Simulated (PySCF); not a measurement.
# Working out the excitation energy of C²⁺

C²⁺ [He] 2s2 (1S) → C²⁺ [He] 2p2 (3P). Computed with PySCF 2.14 in x2c-QZVPPall, with the spin-free X2C one-electron Hamiltonian (Gaussian nucleus). Frozen: 1s2. Energies in hartree (1 hartree = 27.21139 eV):

```csv
part,C²⁺ (lower),C²⁺ (upper)
UHF,-36.423673,-35.857353
CCSD correlation,-0.074101,-0.009471
(T),0.000000,0.000000
```

Problem. What does Hartree-Fock give?

Solution. (-35.857353) − (-36.423673) = 0.566320 hartree = 15.410 eV.

Problem. What do CCSD and CCSD(T) give?

Solution. The CCSD correlation energies differ by 0.064630 hartree = 1.759 eV and the triples by 0.000000 hartree = 0.000 eV, so CCSD gives 17.169 eV and CCSD(T) 17.169 eV.

The coupled-cluster amplitudes are large, so a single reference is strained.
